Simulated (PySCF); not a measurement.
**Bi(OH)3: from a saddle point downhill**

PySCF 2.14.0, RKS PBE0, Bi def2-SVP with ECP60, O def2-SVP, H def2-SVP; non-relativistic Hamiltonian with scalar-relativistic core potentials where named; density fitting; no spin-orbit coupling. Relaxed within the symmetry of its start, the geometry (C3v) is

```xyz
7

Bi    0.0000    0.0000   -0.2107
O     1.8212    0.0000    0.8063
H     1.7389    0.0000    1.7680
O    -0.9106    1.5772    0.8063
H    -0.8695    1.5059    1.7680
O    -0.9106   -1.5772    0.8063
H    -0.8694   -1.5059    1.7680
```

and its lowest harmonic modes are -271, 122, 122, 193, 227, 227 cm⁻¹ (negative: unstable). It was moved along the lowest mode and relaxed again, within the group C3 that the move left.

Problem. Where does it end, and how much lower?

Solution. In C3, 0.103 eV lower, after 13 steps:
```xyz
7

Bi    0.0000    0.0000   -0.1761
O     1.7575   -0.2084    0.9299
H     1.7459    0.4568    1.6328
O    -0.6983    1.6262    0.9299
H    -1.2685    1.2836    1.6328
O    -1.0592   -1.4179    0.9299
H    -0.4774   -1.7404    1.6328
```

Problem. How do the contacts change?

Solution. 
```tsv
contact	saddle (Å)	end (Å)
Bi1–O2 (OH)	2.086	2.087
Bi1–O4 (OH)	2.086	2.087
Bi1–O6 (OH)	2.086	2.087
```


Problem. Is the end a minimum?

Solution. Yes; lowest modes 122, 122, 169, 284, 284, 373 cm⁻¹.

State: singlet.
